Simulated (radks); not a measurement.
The numbers below are computed, except where a source is named.
The ytterbium ion Yb2+, 68 electrons, occupied as [Xe] 4f14 (the NIST ground configuration).

Code: a radial shooting solver on a logarithmic mesh with Libxc functionals. Model: scalar-relativistic Kohn-Sham, SCAN, spin-polarised, spherical densities, finite nucleus; meta-GGA in the generalised Kohn-Sham scheme; Fermi nuclear charge, rms radius 5.3108 fm.

Energy parts (eV):
part                      energy
total                 -382580.12
kinetic                416844.74
electron-nucleus      -940704.68
Hartree                149271.57
exchange-correlation    -7991.76

Orbitals (lengths in bohr, moments of r in powers of bohr):
| orbital | occ. | eigenvalue (eV) | <r^4> | <r> |
|---|---|---|---|---|
| 1s | 2 | -61325.34 | 7.565e-07 | 0.01966 |
| 2s | 2 | -10426.67 | 0.0001161 | 0.08329 |
| 2p | 6 | -9187.421 | 0.00008927 | 0.07414 |
| 3s | 2 | -2372.053 | 0.004325 | 0.2164 |
| 3p | 6 | -1995.948 | 0.004606 | 0.2161 |
| 3d | 10 | -1537.778 | 0.003608 | 0.1962 |
| 4s | 2 | -483.1203 | 0.1049 | 0.4878 |
| 4p | 6 | -359.1190 | 0.1396 | 0.5180 |
| 4d | 10 | -195.4673 | 0.2177 | 0.5603 |
| 5s | 2 | -70.5248 | 4.045 | 1.206 |
| 5p | 6 | -42.4860 | 8.768 | 1.439 |
| 4f | 14 | -17.6622 | 2.283 | 0.7775 |

The highest occupied level is 4f at -17.662 eV. The density falls to 0.001 e/bohr^3 at r = 3.28 bohr. Summed over all electrons, <r^2> = 35.94 bohr^2, which gives a Langevin (diamagnetic) susceptibility term of -28.5 x 10^-6 cm^3/mol. For comparison, the ionisation energy in NIST's Atomic Spectra Database is 25.05 eV (semi-empirical). In exact Kohn-Sham theory the highest level is minus the ionisation energy, but local and semilocal functionals leave it too shallow, through self-interaction and a potential that decays too fast; potentials with the right tail come closer. The electron density at the nucleus is 1.085e+06 e/bohr^3 (large components only).
